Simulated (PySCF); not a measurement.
AlFH₄O₂SSi, SMILES [S]([Al]([OH])[OH])[SiH2]F.

Geometry optimised at B3LYP-D3(BJ)/def2-SVP. The structure was generated by enumeration; whether it is a known compound was not checked. The values are those of a single conformer.

All values below come from IEF-PCM-ωB97X/def2-SVP (PySCF).

The values are the electrostatic part of the solvation free energy, E(continuum) − E(gas) at the gas-phase geometry, in a cavity of scaled van der Waals radii (PySCF's table); cavitation and dispersion terms are not included. A continuum can't describe solvent molecules that bind to the metal. In vacuum the orbital gap is 11.23 eV. The dipole moment in vacuum is 2.44 D.

### Question
Estimate the values in water (ε = 78.36), cyclohexanone (ε = 15.62), methanol (ε = 32.61). (An estimate is asked for; the answer gives what the named calculation found.)

### Answer

| solvent | ε | ΔG(elec) (kcal/mol) | dipole (D) | gap (eV) |
|---|---|---|---|---|
| water | 78.36 | -9.6 | 3.12 | 11.56 |
| cyclohexanone | 15.62 | -8.8 | 3.06 | 11.53 |
| methanol | 32.61 | -9.3 | 3.10 | 11.55 |
